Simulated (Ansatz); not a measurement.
toluene (SMILES Cc1ccccc1) moved off its minimum; all values from Ansatz (a program for electronic structure), cores frozen in correlated methods.
(charge 0, multiplicity 1)
```xyz
15

C     -2.47262    -0.07957    -0.01337
C     -0.92751    -0.13232    -0.03408
C     -0.14704    -1.12599     0.28660
C      1.28070    -1.13159     0.14115
C      1.86730     0.19367    -0.00042
C      1.08025     1.25069    -0.22640
C     -0.28535     1.14883    -0.07807
H     -2.88221     0.79724     0.52619
H     -2.78238    -0.89112     0.72493
H     -2.82321    -0.24635    -1.08665
H     -0.57872    -2.17150     0.41529
H      1.77968    -1.99758     0.32025
H      2.89270     0.20770    -0.06246
H      1.68507     2.15137    -0.33370
H     -0.84250     2.08695    -0.33762
```

Forces at MP2/aug-cc-pVTZ (eV/Å):

| atom | Fx | Fy | Fz |
|---|---|---|---|
| C1 | 0.476 | -1.865 | 0.673 |
| C2 | -2.847 | 6.408 | 0.777 |
| C3 | 2.975 | -6.744 | -0.372 |
| C4 | -2.610 | 5.277 | 0.597 |
| C5 | -0.937 | -5.710 | -0.129 |
| C6 | 0.360 | 1.943 | 0.894 |
| C7 | -1.231 | 0.956 | -2.300 |
| H8 | 0.472 | 0.010 | -1.076 |
| H9 | 0.019 | 0.421 | -1.534 |
| H10 | -0.089 | 0.317 | 1.773 |
| H11 | 0.287 | 1.391 | 0.009 |
| H12 | 1.689 | -2.204 | 0.402 |
| H13 | 2.311 | 0.461 | -0.141 |
| H14 | -0.979 | 0.444 | -0.145 |
| H15 | 0.104 | -1.105 | 0.572 |

Problem. Give the forces (eV/Å), the total energy and the dipole at CCSD(T)/aug-cc-pVTZ.

Solution. 
```json
[
 {"atom": "C1", "Fx": "0.420", "Fy": "-1.864", "Fz": "0.659"},
 {"atom": "C2", "Fx": "-2.838", "Fy": "6.322", "Fz": "0.747"},
 {"atom": "C3", "Fx": "2.857", "Fy": "-6.807", "Fz": "-0.321"},
 {"atom": "C4", "Fx": "-2.454", "Fy": "5.253", "Fz": "0.579"},
 {"atom": "C5", "Fx": "-0.773", "Fy": "-5.856", "Fz": "-0.086"},
 {"atom": "C6", "Fx": "0.294", "Fy": "2.098", "Fz": "0.844"},
 {"atom": "C7", "Fx": "-1.198", "Fy": "1.096", "Fz": "-2.286"},
 {"atom": "H8", "Fx": "0.427", "Fy": "0.090", "Fz": "-1.028"},
 {"atom": "H9", "Fx": "-0.028", "Fy": "0.338", "Fz": "-1.454"},
 {"atom": "H10", "Fx": "-0.137", "Fy": "0.306", "Fz": "1.660"},
 {"atom": "H11", "Fx": "0.244", "Fy": "1.320", "Fz": "0.023"},
 {"atom": "H12", "Fx": "1.706", "Fy": "-2.236", "Fz": "0.399"},
 {"atom": "H13", "Fx": "2.356", "Fy": "0.480", "Fz": "-0.140"},
 {"atom": "H14", "Fx": "-0.945", "Fy": "0.505", "Fz": "-0.160"},
 {"atom": "H15", "Fx": "0.069", "Fy": "-1.045", "Fz": "0.563"}
]
```
Energy -271.0123 hartree, dipole 0.16 D.

Doubts at one or more of the structures used: a restricted determinant that unrestricted orbitals would lower (CCSD(T)/aug-cc-pVTZ, MP2/aug-cc-pVTZ).
